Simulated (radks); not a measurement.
Ionisation of the indium ion In+, [Kr] 4d10 5s2, to [Kr] 4d10 5s1 as the strength of local exchange is varied. Calculated with a radial shooting solver on a logarithmic mesh with Libxc functionals: Dirac Kohn-Sham, Slater X-alpha exchange (alpha = 2/3 is LDA exchange), no correlation, spin-unpolarised, spherical densities, finite nucleus; Fermi nuclear charge, rms radius 4.6156 fm.

| alpha | E(In+) (hartree) | exchange (hartree) | IE (eV) | -e of the level emptied (eV) | <r> of it (bohr) |
|---|---|---|---|---|---|
| 0.582 | -5854.05287 | -130.34068 | 17.624 | 13.331 (5s1/2) | 2.540 |
| 0.626 | -5863.91499 | -140.42728 | 18.050 | 13.736 (5s1/2) | 2.516 |
| 0.667 | -5873.11940 | -149.85547 | 18.450 | 14.118 (5s1/2) | 2.495 |
| 0.794 | -5901.72063 | -179.23909 | 19.714 | 15.328 (5s1/2) | 2.432 |
| ? | -5921.16558 | -199.29029 | 20.590 | 16.172 (5s1/2) | 2.392 |

Which alpha was used in the last row?

Answer. alpha = 0.88. NIST Atomic Spectra Database: 18.870 eV (measured). The Delta-SCF value meets it near alpha = 0.71. Spin polarisation and multiplet splitting are left out, so open shells lie too high by an amount that depends on their filling.

Beside tabulated values, note that spin-unpolarised runs miss the spin-polarisation part of the exchange energy of open shells.
